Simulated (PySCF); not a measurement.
Bibenzyl, C₁₄H₁₄.
Bonds: C1–C2 (aromatic), C2–C3 (aromatic), C3–C4 (aromatic), C4–C5, C5–C6, C6–C7, C7–C8 (aromatic), C8–C9 (aromatic), C9–C10 (aromatic), C10–C11 (aromatic), C11–C12 (aromatic), C4–C13 (aromatic), C13–C14 (aromatic), C1–C14 (aromatic), C7–C12 (aromatic). Hydrogens: H15 on C1; H16 on C2; H17 on C3; H18, H19 on C5; H20, H21 on C6; H22 on C8; H23 on C9; H24 on C10; H25 on C11; H26 on C12; H27 on C13; H28 on C14.

Torsions of this conformer, `[cH:1]1[cH:2][cH:3][c:4]([CH2:5][CH2:6][c:7]2[cH:8][cH:9][cH:10][cH:11][cH:12]2)[cH:13][cH:14]1`: C3–C4–C5–C6 -89°, C4–C5–C6–C7 180°, C5–C6–C7–C8 -89°.

The closed-shell ground state was solved at several levels (PySCF, density fitting, gas phase, non-relativistic). The structure is a single PBE0-D3(BJ)/def2-SVP conformer in the gas phase; no vibrational or solvent corrections. The dipole stays under 0.02 D at every level.

```
              level  basis functions  total energy (Eh)  HOMO (eV)  LUMO (eV)  gap (eV)
       PBE/pcSseg-1              308          -541.1516      -5.95      -1.28      4.67
CAM-B3LYP/def2-SVPD              392          -541.2422      -8.09       0.66      8.75
      PBE0/pcSseg-1              308          -541.2066      -6.92      -0.38      6.54
```

(1) Estimate the row for B3LYP/pcJ-1, a basis of 518 functions; the other rows only guide the guess.

(2) Over all these levels, which gives the widest orbital gap and which the narrowest?

## Answers

(1) Total energy -541.9563 Eh, HOMO -6.67 eV, LUMO -0.52 eV, gap 6.15 eV.

(2) CAM-B3LYP/def2-SVPD (range-separated hybrid) has the widest, 8.75 eV, and PBE/pcSseg-1 (GGA) the narrowest, 4.67 eV. Functional and basis both differ between the two, so the spread mixes both effects.
